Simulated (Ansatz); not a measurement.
**Which is lower?**

Two relaxed structures of Al2H2F2, closed shell (PBE0-D4/def2-TZVP; forces vanish, vibrations not checked).

A:

F1  (-0.018, -0.398, -2.763)
Al2  (0.845, -0.118, -1.380)
Al3  (-0.504, 0.452, 0.622)
F4  (0.118, -1.185, -0.021)
H5  (2.417, -0.187, -1.426)
H6  (-1.349, 0.192, 1.950)
(Å)

B:

```
atom    x (Å)    y (Å)    z (Å)
  F1  -0.3676  -0.4626  -1.1789
 Al2   1.1876   0.4898  -0.8849
 Al3  -0.5883  -0.3691   0.6994
  F4  -1.9921  -1.1536   1.0614
  H5   2.4647  -0.4182  -1.0694
  H6   1.0444   1.9890  -1.3555
```

Ansatz 0.2.0; basis: def2-TZVPP; cores frozen in the correlated methods. B3LYP uses VWN-RPA correlation.

(1) Which structure is lower at CCSD(T), and by how much? (Judge from chemistry; the value comes from the calculation.)

T1 diagnostic: at most 0.014.

Results:

(1) The calculation gives: B, by 3.75 kcal/mol (electronic energy, against the other). By their contacts, A is Al₂H₂F₂ ([F][AlH]1[F][AlH]1) and B is Al₂H₂F₂ ([F][Al]1[F][AlH2]1).

All methods give the same order:

```csv
method,E(B) − E(A) (kcal/mol)
PBE-D4,-4.18
r2SCAN-D4,-3.50
PBE0-D4,-3.83
B3LYP-D4,-4.06
wB97M-V,-4.73
HF,-3.00
MP2,-3.91
CCSD,-3.57
CCSD(T),-3.75
```

Labels in which every atom is bracketed show which atoms are joined, not bond orders.

For scale, one of the runs: CCSD(T)/def2-TZVPP, 174 basis functions, launched by `ansatz run in.yaml --threads 2 --pin off --events-out ev --progress --plain --max-ram 4352MiB`. Hardware: 2 CPU threads of an AMD EPYC, shared host. Wall time 67 s; peak host memory 1.5 GiB.
